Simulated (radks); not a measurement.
Results of a calculation; reference values are marked as such.
Species: Hg. Configuration: [Hg] (the NIST ground configuration). Code: a radial shooting solver on a logarithmic mesh with Libxc functionals. Model: Dirac Kohn-Sham, PBE, spin-unpolarised, spherical densities, point nucleus.

Spin-orbit splittings of the eigenvalues, e(l+1/2) - e(l-1/2), with zeta = 2 splitting/(2l+1) and mean radii in bohr:

shell  occ.  splitting (eV)  zeta (eV)  <r> j=l-1/2  <r> j=l+1/2
2p        6            1948       1299      0.05692      0.06560
3p        6           431.5      287.7       0.1704       0.1863
3d       10           92.43      36.97       0.1621       0.1670
4p        6           104.2      69.46       0.4011       0.4353
4d       10           19.42      7.768       0.4425       0.4536
4f       14           4.192      1.198       0.4793       0.4860
5p        6           18.27      12.18       0.9722        1.069
5d       10           1.835     0.7339        1.460        1.530
